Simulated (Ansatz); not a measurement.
Conformers of C2H8BN (SMILES CBNC), B3LYP-D3(BJ)/def2-TZVP minima from an xTB search, which can miss the lowest.
Conformer 1 (charge 0, multiplicity 1):
```xyz
12

C     -1.99750    -0.14656    -0.14410
B     -0.52518     0.20327    -0.57158
N      0.57126    -0.15767     0.20515
C      1.97182     0.10414    -0.07633
H     -2.07148    -0.68900     0.80271
H     -2.59939     0.76374    -0.05540
H     -2.48897    -0.75013    -0.91412
H     -0.30134     0.79735    -1.58847
H      0.41615    -0.65864     1.06840
H      2.54410    -0.82366    -0.16439
H      2.43187     0.71344     0.70674
H      2.04865     0.64373    -1.01852
```
Conformer 2 (charge 0, multiplicity 1, Z-matrix in Å and degrees):
```
B
N 1 1.3946
H 2 1.0083 1 117.64
C 2 1.4529 3 113.09 1 179.97
H 4 1.0870 2 109.91 3 179.79
H 4 1.0935 5 108.03 2 121.65
H 4 1.0935 5 108.03 6 116.67
H 1 1.1990 2 115.53 3 -0.02
C 1 1.5727 8 119.48 2 -179.99
H 9 1.0912 1 116.06 8 -179.87
H 9 1.0951 10 107.66 5 -123.52
H 9 1.0952 10 107.64 11 -113.15
```

Frozen-core correlation. MP2 and its Hartree–Fock in cc-pVQZ are density fitted.

The values were computed with Ansatz (Gaussian basis) for Hartree–Fock, density functionals and correlated methods. Values without a source in brackets are computed.

The energy of conformer 2 above conformer 1 is E(conformer 2) − E(conformer 1). Total energies (hartree):

```
level             conformer 2   conformer 1
---------------  ------------  ------------
HF/cc-pVTZ       -159.6255201  -159.6276091
MP2/cc-pVTZ      -160.3011287  -160.3024506
HF/cc-pVQZ       -159.6363471  -159.6384563
MP2/cc-pVQZ      -160.3548196  -160.3561353
CCSD(T)/cc-pVTZ  -160.3722278  -160.3735854
```

Question: Work out the energy of conformer 2 above conformer 1 at the basis-set limit: extrapolate the MP2 correlation part as X⁻³, take Hartree–Fock from the larger set, and add the CCSD(T) − MP2 difference of cc-pVTZ.

Answer: 
1. Differences (1 hartree = 627.509 kcal/mol): HF/cc-pVTZ 1.311; MP2/cc-pVTZ 0.830; HF/cc-pVQZ 1.324; MP2/cc-pVQZ 0.826; CCSD(T)/cc-pVTZ 0.852.
2. Correlation parts, MP2 less HF: -0.481 in cc-pVTZ (X = 3), -0.498 in cc-pVQZ (X = 4).
3. Limit (4³·(-0.498) − 3³·(-0.481))/(4³ − 3³) = -0.510; with HF/cc-pVQZ it gives 0.813.
4. CCSD(T) less MP2 in cc-pVTZ: 0.022.
Result: 0.84 kcal/mol, against 0.83 at MP2/cc-pVTZ. It is an estimate of this method's limit, not of the exact value.

Ansatz is a quantum-chemistry and plane-wave program.
